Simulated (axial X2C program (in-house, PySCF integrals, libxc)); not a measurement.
**ScBr: from the spin-free to the two-component result**

All values were computed with an axial X2C code built on PySCF integrals. Spin-free means the one-electron spin-free X2C Hamiltonian; two-component (2c) means X2C with spin–orbit coupling and atomic mean-field two-electron Coulomb and Gaunt terms, so the difference of the two also holds small scalar two-electron terms. Basis: Br dyall-cv3z [8s9p6d4f1g], Sc dyall-cv3z [10s11p7d5f2g] (cores contracted in-house); Gaussian nuclei, density fitting, unrestricted open shells. Masses: Br 78.918 u, Sc 44.956 u.

Spin-free state: M_S = 1, Λ = 2 (beyond evenly filled blocks: σα, δ+α); fragments Br + Sc.

| level | Re (Å) | ωe (cm⁻¹) | De (eV) | μ (D) |
| --- | --- | --- | --- | --- |
| PBE0 | 2.463 | 305.1 | 4.070 | 3.99 |
| HF | 2.568 | 284.6 | 3.395 | 3.92 |
| MP2 | 2.538 | 290.7 | 3.939 | n/a |
| CCSD | 2.534 | 292.5 | 3.600 | n/a |
| CCSD(T) | 2.531 | 292.6 | 3.675 | n/a |
| BP86 | 2.452 | 304.1 | 4.165 | 3.84 |

Correlated methods: 10 electrons correlated (number of frozen shells: Br 3 s, 2 p, 1 d; Sc 3 s, 2 p), 316 virtual spin orbitals or spinors in MP2, 90 natural virtuals in coupled cluster.

Dipoles are positive if Sc is the positive end.

Two-component determinant lowest at the distance of the search:

Ω = 1 (⟨Sz⟩ = -1.00, ⟨Lz⟩ = 2.00 at HF); fragments Br + Sc.

| level | Re (Å) | ωe (cm⁻¹) | De (eV) | μ (D) |
| --- | --- | --- | --- | --- |
| PBE0 | 2.464 | 304.7 | 3.975 | 3.99 |
| HF | 2.569 | 284.3 | 3.233 | 3.92 |
| MP2 | 2.539 | 290.3 | 3.796 | n/a |
| CCSD | 2.535 | 292.2 | 3.455 | n/a |
| CCSD(T) | 2.532 | 292.3 | 3.531 | n/a |
| BP86 | 2.452 | 303.7 | 4.057 | 3.83 |

Task: From the two tables, how do the constants change at the CCSD(T) level (2c against spin-free)?

Result: At the CCSD(T) level Re increases by 0.001 Å and ωe falls by 0.3 cm⁻¹; De changes by -0.144 eV.

One determinant describes the state; a PBE0 search over occupations chose it and may have missed a lower one. Dissociation energies refer to the lowest single-determinant-based atoms at the same level and basis. Density functionals use the spin component along the axis (collinear). Coupled cluster ran in a truncated set of natural virtual spinors; the MP2 energy of the rest was added. (T) has no such correction and the atoms are truncated less, which lowers De at CCSD(T) by a hundredth of an eV or more. The 2c atoms are single determinants rather than J levels; their spin–orbit lowering is only partly caught, and De is too large by that part. This holds for PBE0, BP86. PBE0 can misorder states that lie within some tenths of an eV, so this need not be the ground state of the molecule. The nearest other spin-free determinant of the search, M_S = 1, Λ = 1, lies 0.21 eV up at the distance of the search. Without a current term, density functionals place determinants with orbital angular momentum somewhat too high. With several unpaired electrons one determinant need not be a pure state. The outer-core s and p shells of the metal are frozen in the correlated rows, which leaves out core–valence correlation; for alkali and alkaline-earth bonds that tends to lengthen them. At some level and bond length an empty orbital lies below a filled one. With the outer-core shells frozen, correlated bond lengths of heavy atoms tend to come out a few hundredths of an ångström too long.
